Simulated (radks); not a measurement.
Valence configurations of Tb (all share [Xe]). Method: scalar-relativistic Kohn-Sham, PBE, spin-polarised, spherical densities, finite nucleus; open shells are filled with parallel spins first (spin-orbit coupling, left out, can overturn this in heavy ions); Fermi nuclear charge, rms radius 5.06 fm; computed with a radial shooting solver on a logarithmic mesh with Libxc functionals. Energies are relative to 4f9 6s2; eigenvalues in eV for spin up.

valence          E (eV)  moment (Bohr magnetons)    e(4f)   e(5d)   e(6p)   e(6s)
4f9 6s2           0.000                        5   -4.467       -       -  -3.781
4f8 5d1 6s2       1.226                        7  -10.638  -2.808       -  -4.405
4f7 5d2 6s2       6.520                        9  -17.603  -4.085       -  -4.811
4f9 6s1 6p1       2.019                        7   -5.617       -  -2.057  -4.847
4f8 6s2 6p1       3.109                        7  -13.904       -  -2.438  -5.779
4f9 5d0.5 6s1.5   0.989                        6   -3.905  -1.349       -  -3.798

NIST lists [Xe] 4f9 6s2 as the ground configuration; this level of theory agrees among the configurations tried. The energies are those of spherical high-spin densities, not of single terms. No valid solution was reached for [Xe] 4f10 6s1; [Xe] 4f11; [Xe] 4f9 5d1 6s1; [Xe] 4f9.5 6s1.5.
